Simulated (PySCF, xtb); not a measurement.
4,4-dichlorobut-1-yne (C₄H₄Cl₂), SMILES C(CC(Cl)Cl)#C. Other conformers were not sampled.

Harmonic wavenumbers (cm⁻¹) from GFN2-xTB (xtb) at its own minimum, in rising order: 63, 118, 237, 254, 304, 359, 431, 624, 653, 662, 727, 940, 992, 1052, 1126, 1156, 1216, 1291, 1424, 2298, 2939, 2957, 2974, 3401.

### Question
What does PBE-D3(BJ)/def2-SVP (PySCF) give at its own minimum? (The exact figures need the calculation; the answer reports its results.)

### Answer
83, 124, 255, 274, 341, 370, 470, 643, 653, 670, 743, 908, 958, 1033, 1144, 1175, 1238, 1292, 1374, 2175, 2975, 3027, 3070, 3408. Paired by order, the mean absolute difference is 30 cm⁻¹ and the zero-point energies are 40.3 and 40.6 kcal/mol.
